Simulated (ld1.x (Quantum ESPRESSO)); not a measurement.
## Pseudopotential generation for chromium: TM semilocal, PBE, scalar-relativistic.

The input file (ld1.x (Quantum ESPRESSO) 7.5):

```
&input
   title='Cr', zed=24., rel=1, dft='PBE', iswitch=3,
   config='[Ar] 3d5 4s0 4p0',
   nld=3, rlderiv=1.95, eminld=-8.0, emaxld=5.0, deld=0.04
 /
 &inputp
   pseudotype=1, tm=.true., lloc=2,
   nlcc=.true., new_core_ps=.true., rcore=0.95,
   file_pseudopw='Cr.pp', file_wfcaegen='ae.wfc', file_wfcncgen='nc.wfc'
 /
3
3S  1  0   2.00   0.00  1.10  1.10  0.0
3P  2  1   6.00   0.00  0.95  0.95  0.0
3D  3  2   5.00   0.00  1.80  1.80  0.0
 &test
   configts(1)='3s2 3p6 3d5 4s0 4p0'
 /
```

Command:

```bash
ld1.x < Cr.in > Cr.out
```

The program printed (shortened: banner, matrices, multipoles, cross overlaps and the repeated all-electron block are left out):

```
Program LD1 v.7.5
     --------------------------- All-electron run ----------------------------

     Cr
     scalar relativistic calculation

     atomic number is 24.00
     dft =PBE   lsd =0 sic =0 latt =0  beta=0.20 tr2=1.0E-14
     Exchange-correlation= PBE
                           (   1   4   3   4   0   0   0)
     mesh =1183 r(mesh) =  99.18097 a.u. xmin = -7.00 dx = 0.01250
     1 Ry =  13.60569312 eV, c = 137.03599908

     n l     nl                  e(Ry)          e(Ha)          e(eV)
     1 0     1S 1( 2.00)      -432.7609      -216.3804     -5888.0114
     2 0     2S 1( 2.00)       -49.5326       -24.7663      -673.9257
     2 1     2P 1( 6.00)       -41.7106       -20.8553      -567.5014
     3 0     3S 1( 2.00)        -5.9522        -2.9761       -80.9838
     3 1     3P 1( 6.00)        -3.8568        -1.9284       -52.4750
     3 2     3D 1( 5.00)        -0.7258        -0.3629        -9.8746
     4 0     4S 1( 0.00)        -0.7315        -0.3657        -9.9521
     4 1     4P 1( 0.00)        -0.4410        -0.2205        -6.0007

     final scf error:  7.4E-15 reached in  25 iterations

     Etot =   -2100.551196 Ry,   -1050.275598 Ha,  -28579.454958 eV

     Ekin =    2121.832365 Ry,    1060.916183 Ha,   28869.000022 eV
     Encl =   -5001.175200 Ry,   -2500.587600 Ha,  -68044.455025 eV
     Eh   =     875.774745 Ry,     437.887373 Ha,   11915.522427 eV
     Exc  =     -96.983106 Ry,     -48.491553 Ha,   -1319.522381 eV

     normalization and overlap integrals

     s(1S/1S) =  1.000000  <r> =   0.0636  <r2> =    0.0054  r(max) =   0.0417
     s(2S/2S) =  1.000000  <r> =   0.2931  <r2> =    0.1015  r(max) =   0.2428
     s(2P/2P) =  1.000000  <r> =   0.2598  <r2> =    0.0831  r(max) =   0.1988
     s(3S/3S) =  1.000000  <r> =   0.9033  <r2> =    0.9430  r(max) =   0.7764
     s(3P/3P) =  1.000000  <r> =   0.9680  <r2> =    1.1079  r(max) =   0.7961
     s(3D/3D) =  1.000000  <r> =   1.4164  <r2> =    2.7368  r(max) =   0.8474
     s(4S/4S) =  1.000000  <r> =   3.0719  <r2> =   10.8058  r(max) =   2.5778
     s(4P/4P) =  1.000000  <r> =   3.9314  <r2> =   17.7867  r(max) =   3.2689

     ------------------------ End of All-electron run ------------------------

     --------------------- Generating NC pseudopotential ---------------------

      Generating local pot.: lloc=2, matching radius rcloc =   1.8000

      Computing core charge for nlcc:

       r > 0.96 : true rho core
      Core charge pseudized with two Bessel functions
      Integrated core pseudo-charge :   0.24

      Wfc   3S  rcut= 1.102  Using Troullier-Martins method

      Wfc   3P  rcut= 0.948  Using Troullier-Martins method

     ------------------- End of pseudopotential generation -------------------

     Computing logarithmic derivative in   1.94588
     Computing logarithmic derivative in   1.94588
     Computing the partial wave expansion
     R is outside the sphere for l=    0 j= 0.00
     R is outside the sphere for l=    1 j= 0.00
       no projector for channel:   2

     ---------------------- Testing the pseudopotential ----------------------

     Cr
     scalar relativistic calculation

     atomic number is 24.00   valence charge is 14.00
     dft =PBE   lsd =0 sic =0 latt =0  beta=0.20 tr2=1.0E-14
     mesh =1183 r(mesh) =  99.18097 xmin = -7.00 dx = 0.01250

     n l     nl             e AE (Ry)        e PS (Ry)    De AE-PS (Ry)
     1 0     3S   1( 2.00)       -5.95220       -5.95224        0.00004
     2 1     3P   1( 6.00)       -3.85684       -3.85692        0.00008
     3 2     3D   1( 5.00)       -0.72577       -0.72577        0.00000
     2 0     4S   1( 0.00)       -0.73147       -0.74294        0.01147  !
     3 1     4P   1( 0.00)       -0.44104       -0.44154        0.00050

     eps = 6.2E-15  iter = 21

     Etot =   -2100.551196 Ry,   -1050.275598 Ha,  -28579.454958 eV
     Etotps =  -170.863214 Ry,     -85.431607 Ha,   -2324.712456 eV

     Ekin =      78.862633 Ry,      39.431316 Ha,    1072.980779 eV
     Encl =    -396.830245 Ry,    -198.415122 Ha,   -5399.150529 eV
     Ehrt =     137.566778 Ry,      68.783389 Ha,    1871.691363 eV
     Ecxc =     -19.902875 Ry,      -9.951437 Ha,    -270.792407 eV
     (Ecc =      -0.246891 Ry,      -0.123445 Ha,      -3.359119 eV)
     Epseu=      29.440495 Ry,      14.720247 Ha,     400.558338 eV

     ---------------------- End of pseudopotential test ----------------------
```

Generation and configuration tests took about 1.1 s on one core of a shared server CPU.
